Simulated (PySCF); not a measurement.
C4H12Ge, SMILES [CH3][Ge]([CH3])([CH3])[CH3] (GFN2-xTB optimised geometry):

```
17

C     -0.975     1.177     0.000
Ge    -0.313    -0.697     0.000
C     -0.975    -1.633    -1.623
C      1.674    -0.697     0.000
C     -0.975    -1.633     1.623
H     -0.629     1.709    -0.881
H     -0.622     1.712     0.877
H     -2.061     1.203     0.004
H     -0.623    -2.660    -1.647
H     -0.629    -1.136    -2.524
H     -2.061    -1.649    -1.643
H      2.060    -0.186    -0.877
H      2.061    -0.192     0.881
H      2.061    -1.712    -0.004
H     -0.621    -1.142     2.524
H     -2.061    -1.642     1.648
H     -0.630    -2.663     1.642
```

Level of theory: B3LYP/def2-SVP (PySCF).

### Question
What are the frontier orbital energies and the dipole moment?

### Answer
HOMO-2 -7.76 eV, HOMO-1 -7.76 eV, HOMO -7.76 eV, LUMO 1.16 eV, LUMO+1 2.29 eV; dipole moment 0.00 D.

On the same geometry PBE/def2-SVP (PySCF 2.14.0) gives HOMO-2 -6.73 eV, HOMO-1 -6.73 eV, HOMO -6.73 eV, LUMO 0.70 eV, LUMO+1 1.75 eV; dipole moment 0.00 D.

Meta-Löwdin charges at B3LYP/def2-SVP: C1 -0.50, Ge2 0.78, C3 -0.50, C4 -0.50, C5 -0.50, H6 0.10, H7 0.10, H8 0.10, H9 0.10, H10 0.10, H11 0.10, H12 0.10, H13 0.10, H14 0.10, H15 0.10, H16 0.10, H17 0.10.
